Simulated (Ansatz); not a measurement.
A set of 12 reactions (bond dissociation), with CCSD(T)/CBS values in kJ/mol:

```tsv
reaction	ΔE
`OB(S)Cl` → `O[B]Cl`• + `[SH]`•	451.4
`[Cl][GeH]([Cl])[Br]` → Br• + `[Cl][GeH][Cl]`•	369.8
`CO[CH2][GaH2]` → `[CH2]OC`• + `[GaH2]`•	299.5
`[CH3][In]([OH])[OH]` → `[CH3][In][OH]`• + `[OH]`•	395.0
`[SiH3]SC[SiH2]Cl` → `[CH2][SiH2]Cl`• + `[SiH3][S]`•	311.9
`O=NOO` → `[N]=O`• + `[O]O`•	125.3
`N[SiH2]O[SiH2][SiH3]` → `N[SiH2][O]`• + `[SiH2][SiH3]`•	543.7
`[BH2][AlH][O][SiH3]` → `[AlH][O][SiH3]`• + `[BH2]`•	335.4
`[Cl][GeH2][Cl]` → `[Cl][GeH][Cl]`• + H•	372.6
`O=NOO` → `[OH]`• + `[O]N=O`•	97.8
`C[SiH](O)S` → `[SH]`• + `C[SiH]O`•	412.7
`O[SiH](O)[SiH](Cl)Cl` → `Cl[SiH]Cl`• + `O[SiH]O`•	342.7
```

Isolated molecules relaxed with PBE0-D4/def2-TZVP in Ansatz; ΔE leaves out vibrations. CCSD(T)/CBS is the MP2 limit (def2-TZVPP, def2-QZVPP) plus CCSD(T) − MP2 in def2-TZVPP, frozen cores. Small cases extrapolate CCSD(T) itself. DFT in def2-TZVPP. B3LYP here is the variant with VWN-RPA as its local correlation; programs differ in this. Open shells (•) are unrestricted, without spin–orbit coupling. Spin–orbit coupling would lower the free atoms: clearly for Br. def2 core potentials past Kr. Bonds to Br, Ga, Ge, In are less sure, by a few kJ/mol each and by 10 to 20 or more in all where they break to atoms, as the def2 sets lack core-valence functions. Scalar relativity is left out up to krypton. One conformer a species, not always the lowest.

Question: Give the mean, mean absolute and largest difference (level minus CCSD(T)/CBS, kJ/mol) for: r2SCAN-D4, PBE0-D4, B3LYP-D4, ωB97X-V, ωB97M-V, B2PLYP, PBE, B3LYP, SCS-MP2/def2-TZVPP, CCSD(T)/def2-TZVPP, HF/def2-QZVPP, SCS-MP2/def2-QZVPP, HF/CBS(def2), MP2/CBS(def2). (Best estimate.)

Answer: Computed: 
```json
{"level": "r2SCAN-D4", "mean": "-24.7", "mean absolute": "27.3", "largest": "-43.3"}
{"level": "PBE0-D4", "mean": "-18.6", "mean absolute": "18.6", "largest": "-34.9"}
{"level": "B3LYP-D4", "mean": "-25.7", "mean absolute": "25.7", "largest": "-41.8"}
{"level": "ωB97X-V", "mean": "-6.8", "mean absolute": "7.8", "largest": "-16.9"}
{"level": "ωB97M-V", "mean": "-6.3", "mean absolute": "9.2", "largest": "-23.6"}
{"level": "B2PLYP", "mean": "-23.4", "mean absolute": "23.4", "largest": "-29.8"}
{"level": "PBE", "mean": "-20.5", "mean absolute": "28.9", "largest": "-57.7"}
{"level": "B3LYP", "mean": "-37.3", "mean absolute": "37.3", "largest": "-51.9"}
{"level": "SCS-MP2/def2-TZVPP", "mean": "-3.7", "mean absolute": "6.4", "largest": "-17.8"}
{"level": "CCSD(T)/def2-TZVPP", "mean": "-12.8", "mean absolute": "12.8", "largest": "-18.4"}
{"level": "HF/def2-QZVPP", "mean": "-132.8", "mean absolute": "132.8", "largest": "-199.5"}
{"level": "SCS-MP2/def2-QZVPP", "mean": "4.3", "mean absolute": "6.8", "largest": "20.6"}
{"level": "HF/CBS(def2)", "mean": "-132.9", "mean absolute": "132.9", "largest": "-199.4"}
{"level": "MP2/CBS(def2)", "mean": "16.2", "mean absolute": "19.3", "largest": "39.6"}
```

The largest T1 diagnostic in the set is 0.032, for `[O]O`• (customary mark 0.045).

CCSD(T)/CBS is a level of theory with its own doubt, and the functionals carry their triple-zeta basis error, so these figures describe this set and don't rank the functionals.
